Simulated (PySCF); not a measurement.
C6H14Si, SMILES CC[SiH](CC)C=C, GFN2-xTB optimised geometry.

```
21

Si     0.13    -0.36     0.00
C     -0.51    -1.23    -1.54
C      0.24    -1.86    -2.44
C     -0.51    -1.29     1.54
C     -0.06    -2.75     1.57
C     -0.52     1.44     0.00
C     -0.03     2.25     1.19
H      1.61    -0.36     0.00
H     -1.59    -1.22    -1.70
H     -0.17    -2.35    -3.30
H      1.31    -1.90    -2.34
H     -0.17    -0.80     2.45
H     -1.60    -1.26     1.56
H     -0.40    -3.28     0.68
H      1.02    -2.81     1.61
H     -0.46    -3.26     2.45
H     -1.61     1.44    -0.01
H     -0.20     1.93    -0.92
H     -0.40     3.28     1.14
H     -0.37     1.81     2.12
H      1.06     2.29     1.21
```

Density from PySCF with PBE0/def2-SVP at that geometry.

Minimum of the electron density along straight lines between bonded atoms, close to the bond critical point (lines longer than 1.1 times the sum of covalent radii, or with two minima, are not listed):

| bond | length / Å | ρ at the minimum / e bohr⁻³ | ∇²ρ there / e bohr⁻⁵ | position (fraction from the first atom) |
|---|---|---|---|---|
| Si1–C2 | 1.888 | 0.112 | 0.35 | 0.38 |
| C2–C3 | 1.323 | 0.343 | -0.92 | 0.49 |
| Si1–C4 | 1.911 | 0.111 | 0.30 | 0.38 |
| C4–C5 | 1.525 | 0.239 | -0.53 | 0.50 |
| Si1–C6 | 1.909 | 0.111 | 0.30 | 0.38 |
| C6–C7 | 1.524 | 0.239 | -0.53 | 0.50 |
| Si1–H8 | 1.474 | 0.115 | 0.32 | 0.49 |
| C2–H9 | 1.085 | 0.276 | -1.01 | 0.63 |
| C3–H10 | 1.080 | 0.282 | -1.08 | 0.63 |
| C3–H11 | 1.078 | 0.284 | -1.09 | 0.63 |
| C4–H12 | 1.091 | 0.271 | -0.95 | 0.62 |
| C4–H13 | 1.092 | 0.270 | -0.95 | 0.62 |
| C5–H14 | 1.088 | 0.277 | -1.02 | 0.63 |
| C5–H15 | 1.087 | 0.277 | -1.01 | 0.62 |
| C5–H16 | 1.089 | 0.276 | -1.00 | 0.62 |
| C6–H17 | 1.091 | 0.271 | -0.95 | 0.62 |
| C6–H18 | 1.091 | 0.271 | -0.96 | 0.62 |
| C7–H19 | 1.089 | 0.276 | -1.00 | 0.62 |
| C7–H20 | 1.087 | 0.277 | -1.01 | 0.62 |
| C7–H21 | 1.087 | 0.277 | -1.01 | 0.62 |
